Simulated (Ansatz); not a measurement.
Ansatz (an electronic-structure program) input (MP2/6-31G*):

Ansatz 0.2 input:
```yaml
crystal:
  periodic: [false, false, false]
  atoms:
    - {symbol: C, position_ang: [2.09124600, -0.01937200, 0.06352100]}
    - {symbol: C, position_ang: [0.87549700, -0.13973900, 0.05976200]}
    - {symbol: B, position_ang: [-0.54822400, -0.41436700, 0.09091500]}
    - {symbol: C, position_ang: [-1.91006700, 0.25948400, -0.13083100]}
    - {symbol: H, position_ang: [3.15097700, 0.06584500, 0.07310800]}
    - {symbol: H, position_ang: [-2.08438000, 0.92572000, 0.72540100]}
    - {symbol: H, position_ang: [-1.90695700, 0.90076800, -1.01951600]}
    - {symbol: H, position_ang: [-2.75857400, -0.42273800, -0.18827900]}
basis:
  gaussian:
    orbitals: 6-31G*
magnetization: {spin_polarized: true, initial_magnetization: 1}
correlation: {method: mp2, electrons: outside_noble_gas}
relax: {f_tol: 0.003, max_steps: 120}
```

From the output:

```
reference -3823.33151786 eV, -140.5048417342 hartree; 10, 9 occupied and 54, 55 virtual orbitals, 787 factors
densities: 0.15 GiB planned
second order -11.46891459 eV of doubles, -0.00000000 eV of singles
the calculation of the forces begins
relax step   9: F+E_penalty+E_count = -3834.80043245 eV  Δ(F+E_penalty+E_count) = -2.842e-5 eV  max|allowed force component| = 6.443e-3 eV/Å  Δτ_max = 0.0099 Å  (49 SCF iters, accepted)
these checks for a lower state are left out or cut short: starts, cluster_reference, orbital_swaps, neighbouring_geometries, increment
integrals: 0.03 GiB planned
787 factors; integrals over basis functions are off by at most 3.8e-4 eV
mean field: 0.16 GiB planned
mean field -3823.33165217 eV, -140.5048466700 hartree, gradient 2.2e-6 eV, S^2 0.824145; 0 other end points of the search recorded, 0 dependent functions left out
4 core orbitals not correlated
reference -3823.33165217 eV, -140.5048466700 hartree; 10, 9 occupied and 54, 55 virtual orbitals, 787 factors
densities: 0.15 GiB planned
second order -11.46878612 eV of doubles, -0.00000000 eV of singles
the calculation of the forces begins
relax step  10: F+E_penalty+E_count = -3834.80043829 eV  Δ(F+E_penalty+E_count) = -5.845e-6 eV  max|allowed force component| = 1.629e-3 eV/Å  Δτ_max = 0.0033 Å  (50 SCF iters, accepted)
these checks for a lower state are left out or cut short: starts, cluster_reference, orbital_swaps, neighbouring_geometries, increment
integrals: 0.03 GiB planned
787 factors; integrals over basis functions are off by at most 3.8e-4 eV
mean field: 0.16 GiB planned
mean field -3823.33172897 eV, -140.5048494924 hartree, gradient 2.2e-6 eV, S^2 0.824198; 0 other end points of the search recorded, 0 dependent functions left out
4 core orbitals not correlated
reference -3823.33172897 eV, -140.5048494924 hartree; 10, 9 occupied and 54, 55 virtual orbitals, 787 factors
densities: 0.15 GiB planned
second order -11.46871281 eV of doubles, -0.00000000 eV of singles
the calculation of the forces begins
mean field evaluation 128: about -3823.3320 eV, gradient 1.8e-2 eV
relax step  11: F+E_penalty+E_count = -3834.80044179 eV  Δ(F+E_penalty+E_count) = -3.494e-6 eV  max|allowed force component| = 2.360e-3 eV/Å  Δτ_max = 0.0056 Å  (46 SCF iters, accepted)
these checks for a lower state are left out or cut short: cluster_reference
integrals: 0.03 GiB planned
787 factors; integrals over basis functions are off by at most 3.8e-4 eV
mean field: 0.16 GiB planned
mean field evaluation 160: about -3823.3251 eV, gradient 5.1e-1 eV
mean field -3823.33172897 eV, -140.5048494924 hartree, gradient 2.2e-6 eV, S^2 0.824198; 6 other end points of the search recorded, 0 dependent functions left out
4 core orbitals not correlated
reference -3823.33172897 eV, -140.5048494924 hartree; 10, 9 occupied and 54, 55 virtual orbitals, 787 factors
densities: 0.15 GiB planned
second order -11.46871281 eV of doubles, -0.00000000 eV of singles
the calculation of the forces begins
Total energy: -3834.80044179 eV, -140.9263169145 hartree
Atom 0 at     1.986137     0.021433     0.049073 Å, force    -0.000569    -0.000838     0.001335 eV/Å
Atom 1 at     0.828169    -0.276435     0.099738 Å, force     0.001324     0.001670    -0.001360 eV/Å
Atom 2 at    -0.632416    -0.665988     0.162274 Å, force    -0.002360    -0.000430    -0.000004 eV/Å
Atom 3 at    -1.854113     0.254583    -0.125773 Å, force     0.001368    -0.001808     0.000346 eV/Å
Atom 4 at     3.020355     0.280295     0.007093 Å, force    -0.000129     0.000066    -0.000413 eV/Å
Atom 5 at    -1.949110     0.945535     0.723829 Å, force    -0.000259     0.000745     0.000077 eV/Å
Atom 6 at    -1.688774     0.874953    -1.014262 Å, force    -0.000582    -0.000012     0.000214 eV/Å
Atom 7 at    -2.800730    -0.278775    -0.227892 Å, force     0.001206     0.000606    -0.000196 eV/Å
Dipole moment:     0.063245     0.204195    -0.042920 e Å
Checks for a lower state left out: cluster_reference
```

The geometry given is a B3LYP-D3(BJ)/def2-TZVP minimum.
